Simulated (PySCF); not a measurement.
## A series of derivatives of C1=C[SiH2]C=C[SiH2]1

Parent skeleton `[CH:1]1=[CH:2][SiH2:3][CH:4]=[CH:5][SiH2:6]1`; one hydrogen on atom 1 is replaced by X. Hydrogens on one atom are averaged.

PySCF 2.14 calculation with σ from GIAO-PBE0/pcSseg-1 and coordinates at the PBE0-D3(BJ)/def2-SVP level; one averaged value for each set of equivalent atoms, isolated molecule, non-relativistic Hamiltonian, single conformer.

Referencing at the same level of theory: TMS for ¹³C, ²⁹Si, ¹H.

Parent (X = H): C1 154.7, C2 154.7, Si3 -72.0, C4 154.7, C5 154.7, Si6 -72.0, H(C2) 7.25, H(Si3) 4.58, H(C4) 7.25 ppm. Effects are Δδ = δ(X) − δ(H), positive for deshielding.

Question: Order these by the shift of Si3, most shielded first.
A. X = N(SiH3)2
B. X = nPr
C. X = OCH3

Answer: B (+3.7 ppm), A (+10.9 ppm), C (+12.8 ppm).

Question: Order these by the shift of C2, most shielded first.
A. X = N(SiH3)2
B. X = CH2CF3
C. X = OCH3
D. X = nPr
E. X = COCF3

Answer: C (-55.2 ppm), A (-37.7 ppm), D (-9.3 ppm), B (-0.8 ppm), E (+19.1 ppm).

Question: Order these by the shift of C1, most shielded first.
A. X = N(SiH3)2
B. X = nPr
C. X = OCH3
D. X = CH2CF3

Answer: D (+2.5 ppm), A (+12.4 ppm), B (+14.2 ppm), C (+21.4 ppm).
